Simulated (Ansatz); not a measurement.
The first iterations of a band of a periodic cell of 17 atoms, Si16Ge (host Si, host structure diamond, interstitial Ge).

The calculation used DFT PBE-D3(BJ), scalar-relativistic, plane waves, PAW (Ansatz 0.2.0). Settings: PAW set soft_1, cutoff 420 eV, k mesh 2x2x2, gaussian smearing 0.05 eV, no spin polarisation.

```
movable images  : 5
climbing image  : yes
spring          : 5.0 eV/Å²
optimiser       : quadratic models (default)
start path      : IDPP
force threshold : 0.05 eV/Å
iteration limit : 68
end points      : relaxed
```

Image 0:

```xyz
17
Lattice="0.0000 5.4300 5.4300 5.4300 0.0000 5.4300 5.4300 5.4300 0.0000" Properties=species:S:1:pos:R:3
Si -0.046 0.039 -0.041
Si 1.353 1.403 1.358
Si 2.719 2.705 -0.006
Si 4.020 4.069 1.360
Si 2.751 0.038 2.758
Si 4.065 1.353 4.075
Si 5.383 2.669 2.761
Si 6.783 4.069 4.123
Si -0.010 2.706 2.723
Si 1.354 4.070 4.026
Si 2.719 5.435 2.724
Si 4.070 6.786 4.074
Si 2.751 2.670 5.390
Si 4.115 4.070 6.789
Si 5.419 5.434 5.425
Si 6.783 6.736 6.790
Ge 6.780 9.498 6.790
```

Image 6:

```xyz
17
Lattice="0.0000 5.4300 5.4300 5.4300 0.0000 5.4300 5.4300 5.4300 0.0000" Properties=species:S:1:pos:R:3
Si 0.001 0.002 0.001
Si 1.350 1.351 1.350
Si 2.716 2.717 0.050
Si 4.082 4.083 1.350
Si 2.716 0.051 2.716
Si 4.082 1.351 4.081
Si 5.382 2.717 2.715
Si 6.745 4.115 4.115
Si 0.050 2.717 2.716
Si 1.350 4.083 4.081
Si 2.716 5.383 2.715
Si 4.114 6.747 4.114
Si 2.716 2.717 5.381
Si 4.115 4.115 6.745
Si 5.431 5.433 5.431
Si 6.747 6.748 6.747
Ge 8.147 8.149 8.146
```

| iteration | highest image above the first end (eV) | largest band force component (eV/Å) |
| --- | --- | --- |
| 1 | 1.222 | 2.770 |
| 2 | 0.572 | 0.915 |
| 3 | 0.391 | 0.292 |
| 4 | 0.455 | 0.559 |
| 5 | 0.442 | 0.768 |
| 6 | 0.347 | 0.705 |
| 7 | 0.342 | 0.127 |

**Question.** Does the band converge within its limit, and where does its top end?

**Answer.** The forces met the threshold. It ended after 22 iterations with the highest image 0.340 eV above the first end. By the program's own check the climbing image is a first-order saddle point (lowest curvatures found: -0.40 and 1.00 eV/Å²). Limits of this set-up: coarse k mesh.

Time of the run: 16 min on 1 thread of Intel(R) Xeon(R) CPU @ 2.60GHz (Ice Lake) (shared host), peak memory 0.99 GiB.
